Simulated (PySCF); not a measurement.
## Working out the excitation energy of Sc⁺

Sc⁺ [Ar] 3d1 4s1 (3D) → Sc⁺ [Ar] 3d1 4p1 (high-spin determinant). Calculation: PySCF 2.14, in aug-cc-pVDZ-DK (7s6p4d2f, 59 functions); scalar relativity by spin-free X2C-1e. Frozen: [Ar]. Energies in hartree (1 hartree = 27.21139 eV):

```json
{"part": "UHF", "Sc⁺ (lower)": "-763.085149", "Sc⁺ (upper)": "-762.965724"}
{"part": "CCSD correlation", "Sc⁺ (lower)": "-0.003840", "Sc⁺ (upper)": "-0.002517"}
{"part": "(T)", "Sc⁺ (lower)": "0.000000", "Sc⁺ (upper)": "0.000000"}
```

What does Hartree-Fock give?

(-762.965724) − (-763.085149) = 0.119425 hartree = 3.250 eV.

What do CCSD and CCSD(T) give?

The CCSD correlation energies differ by 0.001323 hartree = 0.036 eV and the triples by 0.000000 hartree = 0.000 eV, so CCSD gives 3.286 eV and CCSD(T) 3.286 eV.

One determinant mixes LS terms, so it does not stand for a single term.

A double-zeta basis recovers only part of the correlation energy.
